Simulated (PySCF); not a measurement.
Computed shifts of a molecule C3H9ClSi2, PBE/pcSseg-1 (PySCF), GIAO, gas phase, atoms alike by connectivity averaged where their shifts nearly agree, in ppm (number of nuclei): ¹³C: 174.7 (1), 131.6 (1), 29.9 (1). ²⁹Si: -25.4 (1), -60.2 (1). ¹H: 7.66 (1), 5.92 (1), 5.61 (1), 4.64 (3), 2.50 (3). References: ¹³C against TMS (σ = 182.0 ppm); ²⁹Si against TMS (σ = 335.4 ppm); ³⁵Cl against HCl (σ = 936.5 ppm); ¹H against TMS (σ = 31.49 ppm), references at their B3LYP-D3(BJ)/def2-TZVP geometries, non-relativistic (without spin–orbit terms, shifts of atoms bonded to Cl or Br come out too high). Coordinates come from a PBE0-D3(BJ)/def2-SVP optimisation. One conformer was computed; it need not be the lowest.

### Question
Identify the compound among the candidates.
A. C[Si@H]1CC[Si@H]1Cl
B. C/C=C(/[SiH3])[SiH2]Cl
C. C/C(=C\[SiH3])[SiH2]Cl
D. C[Si@H]1C[Si@H](Cl)C1

### Answer
B, C/C=C(/[SiH3])[SiH2]Cl
